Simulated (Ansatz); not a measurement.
Input for Ansatz (a first-principles code): R-RI-MP2/def2-QZVPP on BCl2F (SMILES FB(Cl)Cl). The basis file is the Basis Set Exchange's JSON of that set.

Ansatz 0.2 input:
```yaml
crystal:
  periodic: [false, false, false]
  atoms:
    - {symbol: B, position_ang: [-0.09212828, 0.02215641, -0.02276497]}
    - {symbol: Cl, position_ang: [1.09380185, 1.30146097, 0.07045726]}
    - {symbol: Cl, position_ang: [0.33278262, -1.64464445, 0.28215153]}
    - {symbol: F, position_ang: [-1.33455619, 0.32102707, -0.32984382]}
basis:
  gaussian:
    orbitals: def2-QZVPP.json
    fitting: {mean_field: def2-universal-JKFIT, correlation: def2-QZVPP-RIFIT.json}
magnetization: {spin_polarized: false}
correlation: {method: mp2, electrons: outside_noble_gas}
scf: {lower_state_search: off}
```

Q: Give the final energy of this run.

A: -1044.1655 hartree.
